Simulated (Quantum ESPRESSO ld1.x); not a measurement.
Isoelectronic series with 36 electrons, each ion in its NIST ground configuration. Calculated with ld1.x of Quantum ESPRESSO 7.5: Dirac Kohn-Sham, BLYP, spin-unpolarised, spherical densities, point nucleus. Total energies (hartree) and orbital eigenvalues (eV):

\begin{tabular}{lrrrrrr}
ion & configuration & E (hartree) & 4p3/2 & 4p1/2 & 4s1/2 & 3d5/2 \\ \hline
Kr & [Kr] & -2790.929 & -8.8845 & -9.5276 & -22.9279 & -80.7338 \\
Rb+ & [Kr] & -2981.77 & -21.1829 & -22.0782 & -37.4726 & -108.947 \\
Sr2+ & [Kr] & -3179.66 & -35.9366 & -37.1288 & -54.5379 & -141.135 \\
Zr4+ & [Kr] & -3596.65 & -71.9547 & -73.8899 & -95.3459 & -216.335 \\
Nb5+ & [Kr] & -3815.77 & -93.0020 & -95.3917 & -118.876 & -259.061 \\
Mo6+ & [Kr] & -4042.02 & -115.990 & -118.895 & -144.413 & -305.090 \\
Tc7+ & [Kr] & -4275.41 & -140.878 & -144.365 & -171.921 & -354.367 \\
Ru8+ & [Kr] & -4515.97 & -167.637 & -171.777 & -201.376 & -406.850 \\
Rh9+ & [Kr] & -4763.74 & -196.243 & -201.113 & -232.764 & -462.507 \\
Pd10+ & [Kr] & -5018.75 & -226.680 & -232.362 & -266.072 & -521.311 \\
Ag11+ & [Kr] & -5281.04 & -258.935 & -265.517 & -301.294 & -583.241 \\
Cd12+ & [Kr] & -5550.64 & -292.997 & -300.572 & -338.427 & -648.282 \\
\end{tabular}
